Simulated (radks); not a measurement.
Zr4+, 36 electrons, occupied as [Kr].

All-electron calculation, scalar-relativistic Kohn-Sham, LB94 model potential, spin-unpolarised, spherical densities, finite nucleus; Fermi nuclear charge, rms radius 4.2694 fm. Program: a radial shooting solver on a logarithmic mesh with Libxc functionals.

Energy parts (hartree):
kinetic: 3711.21937
electron-nucleus: -8618.93654
Hartree: 1425.00574
(The LB94 potential has no energy functional, so no total or exchange-correlation energy is given.)

Orbitals (lengths in bohr, moments of r in powers of bohr; <r^-3> diverges for s and p1/2; r(90%) holds 90 % of the orbital's charge):
| orbital | occ. | eigenvalue (hartree) | <r^-3> | <1/r> | r(90%) |
|---|---|---|---|---|---|
| 1s | 2 | -660.8571 | - | 41.30 | 0.0662 |
| 2s | 2 | -93.61478 | - | 9.263 | 0.250 |
| 2p | 6 | -83.83724 | 2177 | 9.043 | 0.230 |
| 3s | 2 | -16.99467 | - | 3.128 | 0.678 |
| 3p | 6 | -13.79996 | 346.9 | 2.979 | 0.698 |
| 3d | 10 | -8.54319 | 45.86 | 2.755 | 0.722 |
| 4s | 2 | -3.80867 | - | 1.149 | 1.73 |
| 4p | 6 | -2.97014 | 50.42 | 1.019 | 1.94 |
| 4d | 0 | -1.78839 | 4.106 | 0.7630 | 2.57 |
| 5s | 0 | -1.51820 | - | 0.5159 | 3.67 |
| 5p | 0 | -1.26495 | 13.16 | 0.4646 | 4.12 |
| 4f | 0 | -0.91118 | 0.1416 | 0.4159 | 4.24 |

The highest occupied level is 4p at -80.822 eV. The electron density at the nucleus is 7.609e+04 e/bohr^3 (large components only). The density falls to 0.001 e/bohr^3 at r = 2.90 bohr.
